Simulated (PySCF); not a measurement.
Geometry (Å), atoms numbered from 1 in this order:
```xyz
22

C    -0.350    2.074    0.955
C    -1.117    1.234    0.532
C    -2.009    0.193    0.052
C    -3.139   -0.128    1.039
Si   -0.961   -1.356   -0.361
Si    0.709   -0.885   -1.938
Si    2.292    0.668   -1.174
Si    2.978    0.037    0.977
H     0.316    2.828    1.329
H    -2.445    0.523   -0.909
H    -3.752    0.765    1.237
H    -2.734   -0.478    2.000
H    -3.796   -0.913    0.637
H    -1.882   -2.415   -0.887
H    -0.336   -1.863    0.901
H     0.081   -0.436   -3.223
H     1.438   -2.169   -2.205
H     1.748    2.059   -1.195
H     3.482    0.617   -2.085
H     3.984    1.001    1.526
H     3.613   -1.316    0.900
H     1.817   -0.032    1.913
```

Geometry: PBE0-D3(BJ)/def2-SVP; GIAO shifts from PySCF, gas phase, non-relativistic, averaged over equivalent atoms.

At mPW1PW91/pcSseg-1 (234 basis functions, 85 s wall time on 1 thread of an Arm Neoverse V1, shared host):
```
      atoms  δ (ppm)
         C2     91.2
         C1     78.4
         C4     20.9
         C3     10.2
        Si5    -50.8
        Si8   -101.2
        Si7   -109.5
        Si6   -112.9
        H15     4.06
        H14     4.05
H20/H21/H22     3.74
        H18     3.71
        H19     3.63
        H16     3.59
        H17     3.37
         H9     1.85
        H10     1.82
H11/H12/H13     1.36
```

References, each an isolated molecule treated in the same way: 13C (σ = 183.54 ppm), 29Si (σ = 350.83 ppm), 1H (σ = 31.32 ppm) against TMS.

Task: What do these become at PBE0/pcSseg-1?

Result: 
```tsv
atoms	δ at PBE0/pcSseg-1	change
C2	91.8	+0.6
C1	78.8	+0.4
C4	20.8	-0.1
C3	10.4	+0.2
Si5	-51.7	-0.9
Si8	-103.2	-2.0
Si7	-111.3	-1.8
Si6	-114.9	-2.0
H15	4.10	+0.04
H14	4.09	+0.04
H20/H21/H22	3.77	+0.03
H18	3.74	+0.03
H19	3.66	+0.03
H16	3.62	+0.03
H17	3.40	+0.03
H9	1.84	-0.01
H10	1.85	+0.03
H11/H12/H13	1.36	+0.00
```

Scale: TMS for 13C (σref 184.41) and 29Si (σref 351.99) and 1H (σref 31.27) (reference shieldings calculated alike).

The largest change is at Si8 (silicon bonded to Si, 3 H). Cost: 234 basis functions, 82 s wall time on 1 thread of an Arm Neoverse V1, shared host. The order of the carbon signals is the same at both levels.
